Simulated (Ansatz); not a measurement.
Ansatz (a program for electronic structure) input for Al(Cl)(NCO)(OH) (CHAlClNO₂), SMILES O=C=[N][Al]([Cl])[OH], PBE/def2-SVPD. The structure is a stationary point at PBE0-D3(BJ)/def2-SVP. One conformer was computed; it need not be the lowest.

Ansatz 0.2 input:
```yaml
crystal:
  periodic: [false, false, false]
  atoms:
    - {symbol: Al, position_ang: [-0.41578593, -0.56700657, -0.00000000]}
    - {symbol: Cl, position_ang: [1.18155957, -1.89725667, -0.00000000]}
    - {symbol: N, position_ang: [-0.10404686, 1.16873390, 0.00000000]}
    - {symbol: C, position_ang: [0.17936537, 2.33627900, -0.00000000]}
    - {symbol: O, position_ang: [0.44490916, 3.47224791, -0.00000000]}
    - {symbol: O, position_ang: [-1.97396239, -1.20477296, 0.00000000]}
    - {symbol: H, position_ang: [-2.79673385, -0.71416218, -0.00000001]}
basis:
  gaussian:
    orbitals: def2-SVPD
hamiltonian:
  xc: {name: PBE}
```

It prints:

```
WARN ansatz: RAYON_NUM_THREADS=1 ignored (pool sized by the plan → 1); use --threads N
Functional definition: PBE
integrals: 0.08 GiB planned
1283 factors; their error is unknown
mean field: 0.50 GiB planned
mean field evaluation 1: about -25721.3473 eV, gradient 8.8e1 eV
mean field evaluation 2: about -25656.2029 eV, gradient 1.9e2 eV
mean field evaluation 4: about -25735.1615 eV, gradient 1.8e1 eV
mean field evaluation 8: about -25735.7597 eV, gradient 3.3e-1 eV
mean field evaluation 16: about -25735.6904 eV, gradient 5.8e-5 eV
mean field -25735.69039731 eV, -945.7691778236 hartree, gradient 5.8e-5 eV, S^2 0.000000; 0 other end points of the search recorded, 0 dependent functions left out
reference -25735.69045393 eV, -945.7691799045 hartree; 30, 30 occupied and 115, 115 virtual orbitals, 1283 factors
Total energy: -25735.69045393 eV, -945.7691799045 hartree
```

The run converged.
